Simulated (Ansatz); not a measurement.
Species: sum formula SiN3H6, net charge -1, singlet state. It need not be the lowest isomer of its formula. Whether it binds its extra electron was not tested at this geometry. 
Coordinates optimised at B3LYP-D3(BJ)/def2-TZVP (Ansatz, an electronic-structure program):
```
Si
N 1 1.6488
H 2 1.0161 1 116.14
N 1 1.7849 2 115.53 3 44.60
H 4 1.0144 1 111.30 2 43.11
H 4 1.0154 5 107.87 1 -125.61
N 1 1.7878 2 109.19 3 168.24
H 7 1.0137 1 111.98 2 106.05
H 7 1.0155 8 107.33 1 119.45
H 1 1.5279 2 123.28 3 -76.28
```
Charge -1, spin multiplicity 1.

Total electronic energies in hartree. Correlated levels leave the core frozen unless marked. No spin-orbit coupling. Non-relativistic. CBS marks a two-point X^-3 extrapolation of the correlation energy; Hartree-Fock from the larger set.

| level | program | energy (Eh) |
|---|---|---|
| HF/STO-3G | Ansatz | -450.11506 |
| HF/6-31G | Ansatz | -455.63956 |
| HF/cc-pV(Q+d)Z | Ansatz | -455.92657 |
| BLYP/def2-TZVPD | Ansatz | -457.46981 |
| r2SCAN-D3(BJ)/def2-TZVPD | Ansatz + dftd3 | -457.41123 |
| r2SCAN-D4/def2-TZVPD | Ansatz + dftd4 | -457.41125 |
| PBE0-D3(BJ)/def2-TZVPD | Ansatz + dftd3 | [?] |
| PBE0-D4/def2-TZVP | Ansatz + dftd4 | -457.20778 |
| BHLYP-D3(BJ)/def2-TZVPD | Ansatz + dftd3 | -457.43361 |
| r2SCAN0/def2-TZVPD | Ansatz | -457.38023 |
| B2GP-PLYP-D3(BJ)/def2-TZVPD | Ansatz + dftd3 | -457.20707 |
| B2PLYP/def2-TZVPD | Ansatz | -457.27588 |
| PBE-QIDH/def2-TZVPD | Ansatz | -457.10078 |
| MP2/STO-3G | Ansatz | -450.27882 |
| MP2/6-31G | Ansatz | -456.03255 |
| MP2/cc-pV(D+d)Z | Ansatz | -456.44219 |
| SCS-MP2/6-31G | Ansatz | -456.03129 |
| SCS-MP2/cc-pV(Q+d)Z | Ansatz | -456.77498 |
| CCSD/cc-pwCVTZ | Ansatz | -456.73316 |
| CCSD/CBS(aug-cc-pV(T+d)Z,aug-cc-pV(Q+d)Z) | Ansatz | -456.8328 |
| CCSD(T)/cc-pV(D+d)Z | Ansatz | -456.49871 |
| CCSD(T)/cc-pVTZ | Ansatz | -456.74753 |
| CCSD(T)/CBS(aug-cc-pV(T+d)Z,aug-cc-pV(Q+d)Z) | Ansatz | -456.8740 |

Some entries are withheld; supply them.


- PBE0-D3(BJ)/def2-TZVPD, energy (Eh): -457.21596
